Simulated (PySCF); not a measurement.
**Working out the ionisation energy of As**

As [Ar] 3d10 4s2 4p3 (4S) → As⁺ [Ar] 3d10 4s2 4p2 (3P). Calculation: PySCF 2.14, in cc-pVTZ-PP with ECP10MDF (5s4p3d1f, 39 functions); a scalar-relativistic core potential. Frozen: 3s2 3p6 3d10. Energies in hartree (1 hartree = 27.21139 eV):

| part | As (lower) | As⁺ (upper) |
| --- | --- | --- |
| UHF | -331.210153 | -330.863829 |
| CCSD correlation | -0.085569 | -0.069428 |
| (T) | -0.002787 | -0.001632 |

Question: What does Hartree-Fock give?

Answer: (-330.863829) − (-331.210153) = 0.346324 hartree = 9.424 eV.

Question: What do CCSD and CCSD(T) give?

Answer: The CCSD correlation energies differ by 0.016141 hartree = 0.439 eV and the triples by 0.001155 hartree = 0.031 eV, so CCSD gives 9.863 eV and CCSD(T) 9.894 eV.

Measured between the centres of the two terms (NIST): 10.008 eV, so CCSD(T) (valence) is off by -0.114 eV.

What remains against the reference includes basis incompleteness, the frozen core and higher excitations.
